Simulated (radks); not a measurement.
Values are calculated unless marked as measured or tabulated.
Q: Ionisation of neutral antimony, [Kr] 4d10 5s2 5p3, to Sb+, [Kr] 4d10 5s2 5p2, under several functionals. Dirac Kohn-Sham, spin-unpolarised, spherical densities, finite nucleus; open shells fill j = l - 1/2 first; a radial shooting solver on a logarithmic mesh with Libxc functionals. Known Delta-SCF values: exchange-only PBE 7.170 eV. What does BP86 give, and what is its highest occupied eigenvalue?

A: 8.101 eV by Delta-SCF; the 5p3/2 eigenvalue is -4.644 eV. NIST: 8.608 eV (measured).

Beside tabulated values, note that spin-unpolarised runs miss the spin-polarisation part of the exchange energy of open shells.
